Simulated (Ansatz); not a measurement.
C$_{4}$H$_{8}$AlN, SMILES `C=[C]([AlH2])C(C)=N`. Charge 0, multiplicity 1.

```xyz
14

C     0.024    1.103   -1.653
C     0.305    0.394   -0.551
Al    2.080   -0.403   -0.503
C    -0.724    0.300    0.514
C    -0.884   -1.051    1.153
N    -1.391    1.337    0.824
H     0.742    1.218   -2.461
H    -0.939    1.596   -1.778
H     3.014   -0.113   -1.751
H     2.577   -1.288    0.718
H    -1.663   -1.044    1.916
H    -1.136   -1.801    0.398
H     0.057   -1.369    1.613
H    -2.063    1.123    1.562
```

(1) Give the diagnostics of a CCSD(T)/def2-TZVPP run (frozen core, the Gaussian-basis code of Ansatz). (An estimate is asked.)

Results:

(1) Ansatz gave: T1 = 0.0122, largest single amplitude 0.014, largest double 0.061, (T) share of the correlation energy 4.4 %, 10 CCSD cycles. The RHF solution is unstable towards an unrestricted one. T1 lies under the customary mark of 0.02 for closed shells.
